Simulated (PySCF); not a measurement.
Species: C6H8FN.
Numbering: `[H]/[N:8]=[CH:7]/[C:5](=[CH:4]\[CH:3]=[CH:2]/[CH3:1])[F:6]` (hydrogens: H9, H10, H11 on C1; H12 on C2; H13 on C3; H14 on C4; H15 on C7; H16 on N8)

Computed by this run: PySCF, PBE0/def2-SV(P) geometry optimisation, gas phase; density fitting, grid level 1; the optimiser is geomeTRIC in internal coordinates, started from a GFN2-xTB structure.

Step 0: E = -10537.3036 eV
```
atom  x, y, z in Å  |  force x, y, z in eV/Å
C1     -2.7692    1.2452    0.4430    0.498   0.016  -0.327
C2     -1.5383    1.3147   -0.3911   -0.477  -0.011   0.305
C3     -0.4310    0.5670   -0.2894    0.072  -0.032  -0.010
C4     -0.2160   -0.4737    0.6704    0.241   0.020  -0.169
C5      0.9074   -1.2119    0.7539   -0.528  -0.674   1.033
F6      0.9514   -2.1650    1.7266    0.111   0.408  -0.500
C7      2.1202   -1.1765   -0.0299    0.308  -0.175   0.000
N8      2.2945   -0.3667   -0.9862   -0.158   0.600  -0.537
H9     -2.9423    2.2092    0.9220   -0.178   0.444   0.281
H10    -3.6316    1.0422   -0.1923   -0.495  -0.093  -0.232
H11    -2.7146    0.4803    1.2103   -0.056  -0.380   0.435
H12    -1.5693    2.0701   -1.1662    0.099   0.361  -0.439
H13     0.3907    0.7321   -0.9698    0.309   0.165  -0.364
H14    -0.9946   -0.7001    1.3865   -0.285  -0.183   0.369
H15     2.8571   -1.9225    0.2985    0.249  -0.200   0.056
H16     3.1939   -0.4495   -1.4535    0.291  -0.266   0.101
```

Step 1: E = -10537.3868 eV
```
atom  x, y, z in Å  |  force x, y, z in eV/Å
C1     -2.7986    1.2494    0.4578   -0.115  -0.002   0.071
C2     -1.5761    1.3342   -0.3875    0.070   0.070  -0.114
C3     -0.4473    0.5968   -0.3089    0.064   0.000  -0.039
C4     -0.2062   -0.4570    0.6468   -0.077  -0.064   0.116
C5      0.9114   -1.2084    0.7454    0.085   0.112  -0.179
F6      0.9625   -2.1514    1.6953   -0.034  -0.088   0.123
C7      2.1502   -1.1852   -0.0381    0.015  -0.015   0.002
N8      2.3771   -0.3948   -1.0114    0.019  -0.006  -0.004
H9     -2.9970    2.2192    0.9550    0.009  -0.035  -0.014
H10    -3.6894    1.0354   -0.1648    0.030   0.003   0.023
H11    -2.7410    0.4754    1.2407    0.007   0.023  -0.028
H12    -1.6034    2.0997   -1.1768   -0.010  -0.037   0.048
H13     0.3641    0.7927   -1.0163   -0.021   0.007   0.006
H14    -0.9855   -0.7001    1.3807    0.038   0.014  -0.042
H15     2.8774   -1.9433    0.3152   -0.017   0.012  -0.002
H16     3.3103   -0.5679   -1.4003   -0.063   0.006   0.033
```

**Question.** Estimate the geometry and energy of step 2. (The exact step hangs on the optimiser's Hessian estimate; all steps are aligned on step 1, rigid shifts and turns removed.)

**Answer.** E = -10537.3850 eV, largest force 0.154 eV/Å
```
atom  x, y, z in Å  |  force x, y, z in eV/Å
C1     -2.7807    1.2356    0.4589   -0.060   0.048  -0.014
C2     -1.5647    1.3399   -0.3982    0.018  -0.024   0.015
C3     -0.4359    0.6019   -0.3191   -0.078   0.029   0.014
C4     -0.2139   -0.4501    0.6449    0.095   0.026  -0.090
C5      0.9023   -1.2030    0.7464   -0.023  -0.042   0.067
F6      0.9371   -2.1398    1.7073    0.053  -0.072   0.036
C7      2.1423   -1.1873   -0.0327   -0.141   0.055   0.029
N8      2.3518   -0.3914   -1.0051    0.125  -0.039  -0.036
H9     -2.9841    2.1974    0.9668   -0.001  -0.001   0.001
H10    -3.6745    1.0170   -0.1558    0.000  -0.001   0.002
H11    -2.7059    0.4557    1.2331   -0.004   0.015  -0.014
H12    -1.6003    2.1087   -1.1816   -0.008  -0.004   0.011
H13     0.3792    0.7943   -1.0224   -0.014  -0.010   0.019
H14    -0.9980   -0.6861    1.3735    0.031   0.001  -0.016
H15     2.8722   -1.9427    0.3187   -0.003   0.013  -0.012
H16     3.2814   -0.5554   -1.4020    0.009   0.006  -0.012
```

The energy changes by +0.0018 eV. The first-order estimate −F·Δx gives -0.0042 eV and the mean of the old and new forces, exact on a quadratic surface, +0.0021 eV. The step makes an angle of 83° with the force vector and moves no atom by more than 0.041 Å. The energy falls at the start of this step and ends higher, so the step passed the lowest point of its straight line.

What follows is the cost of the whole optimisation. The run took 45 s wall on Arm Neoverse V2, one thread, shared host, and the process peaked at 0.58 GiB of memory.
